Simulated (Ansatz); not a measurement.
Relaxation of CH₃AlClF (7 atoms, charge 0, multiplicity 1), to a largest force component of 0.02 eV/Å in at most 50 steps.

These are results of Ansatz 0.2.0, UKS PBE0-D4/cc-pVDZ, not measurements.

```xyz
7
Properties=species:S:1:pos:R:3:forces:R:3
C -0.089 0.910 -0.150 0.22 -0.25 3.46
Al 0.202 -0.972 0.219 3.94 -1.84 1.38
F 1.531 -1.443 1.288 -1.50 0.24 -1.09
Cl -1.009 -2.509 -0.690 0.49 -0.02 0.10
H -1.180 -0.292 0.175 -2.20 2.96 -1.38
H -0.352 1.503 0.787 0.18 -0.84 -1.01
H 0.784 1.403 -0.638 -1.13 -0.24 -1.46
```

Task: Where does it end, and by what steps?

Result: The forces met the threshold. After 10 steps the energy has fallen by 5.282 eV; H5 moved furthest, 1.17 Å. Parted: Al2–H5 (1.54 → 2.55 Å). Joined: C1–H5 (1.66 → 1.10 Å).

```json
{"step": "0", "energy less start (eV)": "0.0000", "largest force component (eV/Å)": "3.938", "accepted": "yes"}
{"step": "1", "energy less start (eV)": "-1.8680", "largest force component (eV/Å)": "3.929", "accepted": "yes"}
{"step": "2", "energy less start (eV)": "-3.0025", "largest force component (eV/Å)": "3.439", "accepted": "yes"}
{"step": "3", "energy less start (eV)": "-4.1323", "largest force component (eV/Å)": "2.659", "accepted": "yes"}
{"step": "4", "energy less start (eV)": "-4.8977", "largest force component (eV/Å)": "1.828", "accepted": "yes"}
{"step": "5", "energy less start (eV)": "-5.1479", "largest force component (eV/Å)": "1.024", "accepted": "yes"}
{"step": "6", "energy less start (eV)": "-5.2472", "largest force component (eV/Å)": "0.885", "accepted": "yes"}
{"step": "7", "energy less start (eV)": "-5.2723", "largest force component (eV/Å)": "0.283", "accepted": "yes"}
{"step": "8", "energy less start (eV)": "-5.2805", "largest force component (eV/Å)": "0.062", "accepted": "yes"}
{"step": "9", "energy less start (eV)": "-5.2820", "largest force component (eV/Å)": "0.031", "accepted": "yes"}
{"step": "10", "energy less start (eV)": "-5.2822", "largest force component (eV/Å)": "0.012", "accepted": "yes"}
```

```xyz
7
Properties=species:S:1:pos:R:3
C -0.245 0.723 0.046
Al 0.272 -1.122 0.319
F 1.532 -1.536 1.363
Cl -0.655 -2.745 -0.676
H -1.310 0.801 -0.220
H -0.046 1.329 0.943
H 0.340 1.150 -0.786
```

Whether the end is a true minimum wasn't checked by a vibrational analysis.

The run took 47 s on 2 threads of Intel(R) Xeon(R) Platinum 8375C CPU @ 2.90GHz (Ice Lake), on a shared host, peak memory 0.25 GiB.
